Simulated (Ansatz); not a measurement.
`[SiH3][SnH2][CH2]Cl` + `N=C([SiH3])S` → `N=C([SiH3])S[SiH3]` + `Cl[CH2][SnH3]`  (cleavage of the Si–Sn bond)

Computed with Ansatz on PBE0-D4/def2-TZVP structures; ΔE is electronic, products minus reactants. CCSD(T)/CBS adds triple-zeta CCSD(T) − MP2 to the extrapolated MP2 energy (def2 sets, frozen cores). def2 core potentials past Kr. For Sn outer-core shells are correlated without core-valence functions, which leaves a few kJ/mol of doubt a bond. One conformer a species, not always the lowest.

| species | HF/def2-TZVPP energy (Eh) |
| --- | --- |
| `[SiH3][SnH2][CH2]Cl` | -1003.74021 |
| `N=C([SiH3])S` | -781.72421 |
| `N=C([SiH3])S[SiH3]` | -1071.84887 |
| `Cl[CH2][SnH3]` | -713.62307 |

Task: Work out ΔE.

Result: ΔE = (-1071.84887) + (-713.62307) − (-1003.74021) − (-781.72421) = -0.00752 Eh = -19.7 kJ/mol. CCSD(T)/CBS gives -15.4 kJ/mol.

Largest T1 diagnostic among the species: 0.014.

The D4 term adds −4.3 kJ/mol with B3LYP and −2.1 kJ/mol with PBE0; it sums over pairs of atoms, weighted by their polarisabilities, and B3LYP, whose exchange is more repulsive, gets the larger term.

B3LYP here is the variant with VWN-RPA as its local correlation; programs differ in this.
